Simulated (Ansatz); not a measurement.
Isolated molecules relaxed with PBE0-D4/def2-TZVP in Ansatz; ΔE leaves out vibrations. CBS: MP2 limit from def2 TZ/QZ plus the TZ coupled-cluster correction, frozen cores. Functionals use def2-TZVPP. For Ga, Ti outer-core shells are correlated without core-valence functions, which leaves a few kJ/mol of doubt a bond. Scalar relativity is left out up to krypton. One conformer a species, not always the lowest.

Reaction (redistribution): `[CH3][Ti-]1([OH])([F])[O]C=CC=[O+]1` + `[NH2][Ga]([Cl])[Cl]` → `[CH3][Ti]([NH2])([OH])[F]` + `[Cl][Ga-]1([Cl])[O]C=CC=[O+]1`

| level | ΔE (kJ/mol) |
| --- | --- |
| revPBE-D4 | -20.7 |
| B97M-V | -14.5 |
| r2SCANh-D4 | -19.1 |
| BHLYP-D4 | -23.3 |
| revPBE | -19.0 |
| CCSD(T)/def2-SVP | -12.8 |
| HF/def2-TZVPP | -25.8 |
| CCSD/CBS(def2) | -14.0 |

(1) What does CCSD(T)/CBS give? (Estimate.)

(2) What do rigid-rotor, harmonic-oscillator terms from PBE0-D4/def2-TZVP frequencies (298.15 K, 1 bar) make of the CCSD(T)/CBS value? (An estimate is asked.)

Largest T1 diagnostic among the species: 0.023, so the coupled-cluster value is less sure than usual.

Answers

(1) The calculation gave: -13.6 kJ/mol. The listed levels differ from it by -7.1, -0.9, -5.5, -9.7, -5.4, 0.8, -12.2, -0.4 kJ/mol.

(2) Ansatz gave: ΔZPE = -0.8 kJ/mol, ΔH = -14.8 kJ/mol, ΔS = -11 J/(mol·K), ΔG = -11.6 kJ/mol. Modes under 50 cm⁻¹ make the entropy rough.

Leaving LDA and LC-ωPBE aside and taking each functional with its dispersion term where it has one, the values, not all of them listed here, spread over 8.9 kJ/mol, from PBE-QIDH to B97M-V. LDA lies +5.6 kJ/mol from PBE without D4. From BLYP to BHLYP (50 % exact exchange), in def2-TZVPP and without D4, ΔE moves by −6.3 kJ/mol.
